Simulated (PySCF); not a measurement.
# Magnetisability: SMILES CC(C)(C)c1cpco1, C7H11OP

Geometry:
```csv
atom,x (Å),y (Å),z (Å)
C1,-1.416,0.966,-0.772
C2,-0.607,-0.109,-0.048
C3,-1.128,-0.271,1.386
C4,-0.731,-1.443,-0.797
C5,0.852,0.265,0.014
C6,1.501,1.346,-0.497
P7,3.230,1.288,-0.144
C8,2.925,-0.186,0.658
O9,1.652,-0.595,0.662
H10,-1.069,1.089,-1.795
H11,-1.335,1.921,-0.257
H12,-2.465,0.679,-0.799
H13,-2.173,-0.570,1.372
H14,-0.556,-1.029,1.914
H15,-1.043,0.669,1.928
H16,-0.356,-1.343,-1.814
H17,-1.773,-1.751,-0.841
H18,-0.160,-2.217,-0.291
H19,1.030,2.138,-1.046
H20,3.617,-0.836,1.165
```

Computed, not measured: GIAO B3LYP/pcSseg-1 magnetisability, rotational g tensor and spin-rotation constants, non-relativistic, gas phase (PySCF). Geometry: GFN2-xTB.

(1) What are the magnetisability and the molar susceptibility?

(2) Split it along the inertial axes a, b, c into diamagnetic and paramagnetic parts about the centre of mass, with the quadrupole moment.

(3) And the rotational g tensor?

## Answers

(1) Isotropic -1647 × 10⁻³⁰ J/T², or -99.2 × 10⁻⁶ cm³/mol; principal values -2160, -1420, -1362 × 10⁻³⁰ J/T², anisotropy 771 × 10⁻³⁰ J/T² (root of half the summed squared differences of the principal values). The susceptibility is in cgs units.

(2) 
| axis | χ (10⁻⁶ cm³/mol) | diamagnetic (10⁻⁶ cm³/mol) | paramagnetic (10⁻⁶ cm³/mol) | summed x² of all electrons (Å²) | quadrupole Θ (D Å) |
| --- | --- | --- | --- | --- | --- |
| a | -85.5 | -575.3 | 489.7 | 279.8 | -1.50 |
| b | -82.0 | -1397.8 | 1315.7 | 85.9 | +4.00 |
| c | -130.1 | -1551.4 | 1421.3 | 49.7 | -2.49 |

Anisotropies 2χaa − χbb − χcc = +41.0 and 2χbb − χaa − χcc = +51.6 × 10⁻⁶ cm³/mol. Θ is traceless in Buckingham's convention.

(3) 
| axis | rotational constant (GHz) | g | nuclear part | electronic part |
| --- | --- | --- | --- | --- |
| a | 2.8680 | -0.0343 | 0.6255 | -0.6599 |
| b | 0.9372 | -0.0142 | 0.5652 | -0.5793 |
| c | 0.8353 | +0.0077 | 0.5654 | -0.5577 |

Asymmetric top; isotopes 12C, 1H, 16O, 31P; no vibrational averaging.
